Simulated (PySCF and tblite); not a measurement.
The numbers below are computed, except where a source is named.
Stationary points of C3H4BF2N at PBE0-D3(BJ)/def2-SVP, in Å:

Structure A

```
 1 N    -2.778    0.189   -0.112
 2 C    -1.663   -0.412    0.012
 3 C    -0.333    0.182   -0.142
 4 C     0.818   -0.503    0.004
 5 B     2.195    0.184   -0.169
 6 F     3.327   -0.477   -0.019
 7 F     2.284    1.467   -0.475
 8 H    -2.623    1.179   -0.342
 9 H    -1.684   -1.488    0.260
10 H    -0.302    1.252   -0.390
11 H     0.765   -1.569    0.253
```

Structure B

```
 1 N    -2.797    0.095   -0.128
 2 C    -1.663   -0.388    0.182
 3 C    -0.347    0.177   -0.133
 4 C     0.807   -0.390    0.253
 5 B     2.222    0.192   -0.047
 6 F     2.885   -0.118   -1.143
 7 F     2.825    1.009    0.795
 8 H    -2.678    0.970   -0.653
 9 H    -1.647   -1.333    0.754
10 H    -0.351    1.112   -0.710
11 H     0.743   -1.324    0.830
```

Level: PBE0/pcSseg-1 + D3(BJ) on PBE0-D3(BJ)/def2-SVP stationary points, with GFN2-xTB thermal terms.

Q: Which structure is a saddle point, and along which motion?

A: B: one imaginary mode (92i cm⁻¹ at GFN2-xTB, mostly on F6, F7, H11), along the rotation about the B5–C4 bond (torsion F6–B5–C4–C3 from 180° to 360°, rising).

Q: Give their symmetry and energies above the lowest.

A: A Cs, 0.0 kcal/mol; B Cs, 5.8 kcal/mol.
